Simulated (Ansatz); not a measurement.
A run for Ansatz (a quantum-chemistry and plane-wave program): U-CCSD(T)/cc-pVTZ on GaH4N (SMILES [NH2][GaH2]), a point of a bond scan (R = 1.874 Å). The run froze 15 orbitals, filled d shells among them.

Ansatz 0.2 input:
```yaml
crystal:
  periodic: [false, false, false]
  atoms:
    - {symbol: Ga, position_ang: [0.00714879, -0.17519761, -0.34209661]}
    - {symbol: H, position_ang: [-1.55136380, -0.05726205, -1.37589588]}
    - {symbol: H, position_ang: [1.33185945, -0.90944633, -0.72241143]}
    - {symbol: N, position_ang: [-0.02676587, 0.65595973, 1.28084855]}
    - {symbol: H, position_ang: [-0.82046562, 1.16143064, 1.63887754]}
    - {symbol: H, position_ang: [0.74596657, 0.66434142, 1.92618506]}
basis:
  gaussian:
    orbitals: cc-pVTZ
correlation: {method: ccsd_t, electrons: outside_noble_gas}
scf: {omitted_lower_state_checks: [cluster_reference]}
magnetization: {spin_polarized: true, initial_magnetization: 0}
```

It printed:

```
WARN ansatz: RAYON_NUM_THREADS=1 ignored (pool sized by the plan → 1); use --threads N
Functional definition: HF
these checks for a lower state are left out or cut short: cluster_reference
integrals: 0.37 GiB planned
766 factors; integrals over basis functions are off by at most 1.1e-3 eV
mean field: 0.41 GiB planned
mean field evaluation 1: about -53877.7795 eV, gradient 2.5e1 eV
mean field evaluation 2: about -53877.7820 eV, gradient 2.5e1 eV
mean field evaluation 4: about -53880.5539 eV, gradient 1.7e0 eV
mean field evaluation 8: about -53880.5800 eV, gradient 4.1e-4 eV
mean field -53880.58003379 eV, -1980.0747946728 hartree, gradient 3.0e-6 eV, S^2 0.000000; 0 other end points of the search recorded, 0 dependent functions left out
15 core orbitals not correlated
reference -53880.58003379 eV, -1980.0747946728 hartree; 6, 6 occupied and 108, 108 virtual orbitals, 766 factors
second order -8.37644728 eV of doubles, -0.00000000 eV of singles
coupled cluster: 0.74 GiB planned
cycle   1  -8.70770919 eV  change   -3.3e-1 eV  update   7.0e-2
cycle   2  -8.96985738 eV  change   -2.6e-1 eV  update   2.4e-2
cycle   3  -9.03066608 eV  change   -6.1e-2 eV  update   1.3e-2
cycle   4  -9.02625769 eV  change    4.4e-3 eV  update   3.8e-3
cycle   5  -9.02624458 eV  change    1.3e-5 eV  update   2.0e-3
cycle   6  -9.02613786 eV  change    1.1e-4 eV  update   6.1e-4
cycle   7  -9.02598913 eV  change    1.5e-4 eV  update   1.8e-4
cycle   8  -9.02602563 eV  change   -3.6e-5 eV  update   6.5e-5
cycle   9  -9.02602997 eV  change   -4.3e-6 eV  update   1.8e-5
cycle  10  -9.02602472 eV  change    5.2e-6 eV  update   6.1e-6
perturbative correction -0.30500702 eV, -0.0112088013 hartree
Total energy: -53889.91106553 eV, -1980.4177037645 hartree
Checks for a lower state left out: cluster_reference
```

The run converged.

Cost: roughly 11 core-seconds.
